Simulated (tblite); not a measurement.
Compound: C5H11BrSeSi.
Numbering: `[Br:1][SiH2:2][Se:3][CH2:4][CH:5]1[CH2:6][CH2:7][CH2:8]1` (hydrogens: H9, H10 on Si2; H11, H12 on C4; H13 on C5; H14, H15 on C6; H16, H17 on C7; H18, H19 on C8)

Structure used (GFN2-xTB), in Å, numbered top down from 1:
```
atom  x, y, z in Å
Br1    3.182    2.290    0.622
Si2    3.713    0.132    0.618
Se3    1.885   -1.134    1.044
C4     0.636   -0.245   -0.222
C5    -0.776   -0.745   -0.028
C6    -1.826    0.027   -0.852
C7    -2.530    0.454    0.445
C8    -1.464   -0.285    1.269
H9     4.659   -0.054    1.701
H10    4.255   -0.080   -0.718
H11    0.994   -0.462   -1.232
H12    0.693    0.829   -0.032
H13   -0.812   -1.826   -0.181
H14   -2.423   -0.596   -1.514
H15   -1.411    0.852   -1.428
H16   -2.563    1.528    0.608
H17   -3.535    0.052    0.557
H18   -1.843   -1.093    1.890
H19   -0.843    0.366    1.883
```

Level: GFN2-xTB in tblite, geometry and Hessian alike; calculated harmonic values, unscaled, isolated species. Against measured fundamentals such values can be off by several per cent, at times by over 20. Modes of hydrogen on silicon can be 10 to 20 % off. One conformer, not necessarily the lowest. The optimisation stopped once no atom felt more than 0.01 eV/Å.

Lowest wavenumbers of the output (negative numbers stand for imaginary wavenumbers):
```
mode    cm-1
  1     -35.6
  2      13.9
  3      33.2
  4      66.7
  5      78.5
  6     106.9
  7     176.5
  8     281.7
  9     357.9
 10     397.2
 11     433.8
 12     444.7
 13     584.9
 14     609.8
 15     692.0
```

Task: Is this structure a minimum?

Result: Not by this Hessian. 1 mode is imaginary beyond 20i (36i cm⁻¹), so at this level the point lies at or near a first-order saddle. The curvature is small, so loose convergence or finite differences may be the whole cause.

Task: Which atoms move in the imaginary mode?

Result: 36i: C7 (four-membered-ring carbon) 34 %, H16 (methylene hydrogen) 16 %, H17 (methylene hydrogen) 14 %. These are shares of the mass-weighted motion.

Task: What is the remedy?

Result: Step along that mode in both directions, optimise again with tighter thresholds and repeat the frequencies. The zero-point energy of this point (91.5 kcal/mol) counts the 50 real modes alone, and thermal corrections from it aren't those of a minimum.
